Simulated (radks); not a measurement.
These are the eigenvalues of the occupied orbitals of an atom or ion with whole-number occupations (Ry). Method: Dirac Kohn-Sham, LDA (Slater exchange, Perdew-Wang correlation), spin-unpolarised, spherical densities, point nucleus; computed with a radial shooting solver on a logarithmic mesh with Libxc functionals.

1s1/2: -5256.617
2s1/2: -911.8293
2p1/2: -872.7422
2p3/2: -767.0301
3s1/2: -211.9724
3p1/2: -194.5033
3p3/2: -171.5522
3d3/2: -142.1392
3d5/2: -137.1537
4s1/2: -45.12881
4p1/2: -37.84535
4p3/2: -32.47288
4d3/2: -20.49949
4d5/2: -19.50687
5s1/2: -7.46700
5p1/2: -5.25898
5p3/2: -4.44502
4f5/2: -4.41866
4f7/2: -4.23378
5d3/2: -1.62133
5d5/2: -1.54937

Which element is it, and in what charge state? The configuration may be excited. Open shells, if any, fill j = l - 1/2 first.

Answer. Z = 75, rhenium, charge +2: Re2+ in [Xe] 4f14 5d5. The list shows which subshells hold electrons but not how many an open one holds; the 1s level, -2628.3 hartree, gives Z - s = 72.5 by -(Z - s)^2/2, which with screening and relativity narrows Z to a few neighbours, and the depths of the outer levels then fix element, charge and occupations together.
